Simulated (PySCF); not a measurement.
## Spin states of Ag2

Unrestricted PBE0; basis Ag cc-pVDZ-PP with ECP28; scalar-relativistic core potentials; PySCF 2.14. Outer shells of the fragments: Ag 4d10 5s1; Ag 4d10 5s1.

Followed along the bond (rough minima from three points):

```json
{"2Ms+1": "1", "unpaired": "none", "⟨S²⟩ at the start": "0.00", "R at minimum (Å)": "2.58", "Te (eV)": "0.00"}
{"2Ms+1": "3", "unpaired": "σ ↑↑", "⟨S²⟩ at the start": "2.00", "R at minimum (Å)": "none in the scan", "Te (eV)": "≤ 1.52"}
```

Solutions found at the starting distance of 2.670 Å, counted from the lowest of them; the search is not exhaustive and high or unbound solutions are not listed, so other states can lie among these:

```
2Ms+1    unpaired   term  E (eV)  ⟨S²⟩  ⟨Lz²⟩
    1        none    ¹Σ⁺    0.00  0.00   0.00
    3        σ ↑↑    ³Σ⁺    1.60  2.00   0.00
    3    σ ↑, π ↑     ³Π    3.50  2.01   1.01
    1    σ ↑, π ↓  mixed    3.96  1.00   1.00
    3    σ ↑, π ↑     ³Π    4.38  2.02   1.00
    1    σ ↑, π ↓  mixed    4.51  1.02   1.00
    3    σ ↑, δ ↑     ³Δ    4.71  2.02   4.01
    5  σ ↑↑↑, π ↑     ⁵Π    7.83  6.00   1.14
    5  σ ↑↑, π ↑↑  mixed    8.09  6.00   2.01
    5  σ ↑↑, π ↑↑  mixed    8.23  6.00   2.02
    3  σ ↑↑, π ↑↓  mixed    8.42  3.01   2.02
```

A term symbol is given only where ⟨S²⟩ and ⟨Lz²⟩ are close to those of a pure state; real π, δ and φ orbitals otherwise mix terms, and g/u labels are left off.

Spin–orbit coupling is left out. Counting both spins, an empty level lies below a filled one in some of these solutions, because spin and occupation are held.
